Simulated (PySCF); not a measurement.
Isomers of C4H3FO2, one GFN2-xTB conformer each. Single-point energies are computed at CAM-B3LYP/def2-SVPD (PySCF, gas phase, no added dispersion term), electronic only.

Task: Rank them by CAM-B3LYP/def2-SVPD energy, lowest first (kJ/mol).
A. `[O:1]=[CH:2][C:3]1=[CH:4][C@H:5]([F:6])[O:7]1` with O1–C2–C3–C4 0°
B. `O=C1CC(F)=CO1`
C. `[CH:1]#[C:2][C:3](=[O:4])[O:5][CH2:6][F:7]` with C2–C3–O5–C6 180°, C3–O5–C6–F7 176°

Result: B (0.0), C (142.3), A (171.9).

As drawn, the lowest has a C(=O)–O unit, which the highest lacks; the highest has a four-membered ring, which the lowest lacks. GFN2-xTB itself gives, in the same order: 0.0, 170.9, 204.2. Both levels put the same isomer lowest; measured from each level's own lowest isomer, the values differ by up to 32.3 kJ/mol (O=CC1=C[C@H](F)O1: 204.2 against 171.9).

Task: Which frontier levels, dipoles and rotational constants go with these structures?

Result: 
```
           SMILES  HOMO (eV, CAM-B3LYP/def2-SVPD)  LUMO (eV)  dipole (D)     A, B, C (MHz)
    O=C1CC(F)=CO1                           -8.76       0.18        2.57  7294, 2044, 1612
      C#CC(=O)OCF                          -10.22      -0.69        1.37  6825, 1472, 1221
O=CC1=C[C@H](F)O1                           -9.08      -1.72        1.79  9778, 1531, 1406
```
